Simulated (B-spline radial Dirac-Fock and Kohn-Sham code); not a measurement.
## Photoionisation of sulfur ions at Al Kα (taken as 1486.9 eV)

The computed values come from a radial atomic solver: the independent-particle Dirac-Slater model, thresholds from Dirac-Fock. Cross sections in kb; a dash marks an empty subshell or a threshold above the photon energy.

| ion | configuration | total | 2s | 2p1/2 | 2p3/2 | 3s |
| --- | --- | --- | --- | --- | --- | --- |
| S⁴⁺ | [Ne] 3s2 | 46.33 | 20.2 | 7.90 | 15.4 | 2.77 |
| S⁶⁺ | [He] 2s2 2p6 | 43.63 | 20.3 | 7.90 | 15.5 | – |
| S⁷⁺ | [He] 2s2 2p5 | 42.42 | 21.4 | 7.10 | 13.9 | – |
| S⁹⁺ | [He] 2s2 2p3 | 39.16 | 24.3 | 5.04 | 9.87 | – |
| S¹¹⁺ | [He] 2s2 2p1 | 33.57 | 27.5 | 2.05 | 4.03 | – |
| S¹²⁺ | [He] 2s2 | 29.24 | 29.2 | – | – | – |
